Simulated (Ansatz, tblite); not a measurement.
Removing and adding an electron: Be5Se4. The state is a singlet with charge 0. Geometry: B3LYP-D4/def2-SVP. Ansatz, gas phase; energy differences of separate SCF runs; the oxidised species was run as a doublet alone; the reduced species was run as a doublet alone.

```
atom    x (Å)    y (Å)    z (Å)
 Be1  -1.0476   1.8971  -0.0847
 Be2   1.4418   1.6069  -0.9356
 Be3   1.6438  -1.0673   0.0050
 Be4  -2.1599   0.1854   0.0739
 Be5  -0.8860  -1.9677   0.9376
 Se6   0.4635   3.2570  -0.2786
 Se7   2.3205  -0.0834  -1.6319
 Se8   1.0126  -2.0805   1.6423
 Se9  -2.7886  -1.7475   0.2720
```

The xTB rows come from tblite. HOMO above LUMO, or a gap near zero within one spin, warns that the state may not be the lowest or that an electron is smeared out. Another isomer (singlet) lies 0.61 eV lower at PBE0-D4/def2-TZVP; other spin states weren't run for this one.

```
            level  −HOMO (eV)  vertical IE (eV)  −LUMO (eV)  vertical EA (eV)  HOMO–LUMO gap (eV)  IE − EA (eV)                       remarks
  PBE-D4/def2-SVP        6.33                 –        3.39              1.46                2.94             –  HOMO above zero (-1 doublet)
 PBE0-D4/def2-SVP        7.45                 –        2.79              1.45                4.67             –                             –
PBE0-D4/def2-TZVP        7.45              8.87        2.74                 –                4.71             –                             –
```

(1) Estimate the rows for GFN1-xTB, GFN2-xTB, PBE-D4/def2-TZVP.

## Answers

(1) 
| level | −HOMO (eV) | vertical IE (eV) | −LUMO (eV) | vertical EA (eV) | HOMO–LUMO gap (eV) | IE − EA (eV) | remarks |
| --- | --- | --- | --- | --- | --- | --- | --- |
| GFN1-xTB | 9.45 | 11.74 | 6.57 | 4.18 | 2.87 | 7.57 | – |
| GFN2-xTB | 11.67 | 13.44 | 8.98 | 7.14 | 2.68 | 6.30 | – |
| PBE-D4/def2-TZVP | 6.36 | 8.40 | 3.38 | – | 2.97 | – | gap within one spin near zero (+1 doublet) |

   A HOMO above zero means that the electron is unbound at that level or that self-interaction error raises the level; the energy of removing that electron tells which. Raw xTB energy differences between charge states are shifted by several eV; the methods need an empirical correction for them. Sets without diffuse functions give affinities that are too small.
